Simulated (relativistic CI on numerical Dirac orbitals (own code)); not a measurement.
## d1 to d9 in one octahedral field

Computed with a parametric ligand-field model without spin-orbit coupling, by exact diagonalisation: B = 320, C = 1430, 10Dq = 29100 cm⁻¹ (Oh; |10Dq|/B = 90.9) for every shell. Energies in cm⁻¹; the field energy is (0.6 n_e − 0.4 n_t2) × 10Dq of the ground term; g labels are left out. So small a B with so large a field is typical of 4d and 5d ions, where spin-orbit coupling, left out here, reaches 1,000 to 4,000 cm⁻¹.

| Shell | Ground term | Electrons in e | Field energy | First spin-allowed bands | Lowest term of other spin |
| --- | --- | --- | --- | --- | --- |
| d1 | 2T2 | 0.000 | -11640 | 2E 29100 |  |
| d2 | 3T1 | 0.004 | -23176 | 3T2 28255, 3T1 32210 | 1T2 4852 |
| d3 | 4A2 | 0.000 | -34920 | 4T2 29100, 4T1 32800 | 2E 6934 |
| d4 | 3T1 | 0.006 | -46378 | 3E 27615, 3T1 27974 | 1T2 4398 |
| d5 | 2T2 | 0.012 | -57837 | 2A2 27080, 2T1 27193 | 4T1 22134 |
| d6 | ? | ? | ? | ? | ? |
| d7 | 2E | 1.006 | -52200 | 2T1 27863, 2T2 28254 | 4T1 22194 |
| d8 | 3A2 | 2.000 | -34920 | 3T2 29100, 3T1 32800 | 1E 5399 |
| d9 | 2E | 3.000 | -17460 | 2T2 29100 |  |

Task: Fill in the row of d6.

Result: Ground term: 1A1; Electrons in e: 0.010; Field energy: -69544; First spin-allowed bands: 1T1 27930, 1T2 32735; Lowest term of other spin: 3T1 24970. Low spin: d4, d5, d6, d7; the other shells keep the spin of the free ion. Only d4 to d7 can choose; the field needed to pair spins is smallest for d6 and largest for d5, which loses most exchange energy. In the strong-field picture 10Dq must exceed about 6B + 5C = 9070 (d4), 7.5B + 5C = 9550 (d5), 2.5B + 4C = 6520 (d6) and 4B + 4C = 7000 (d7); mixing of terms shifts these bounds somewhat.
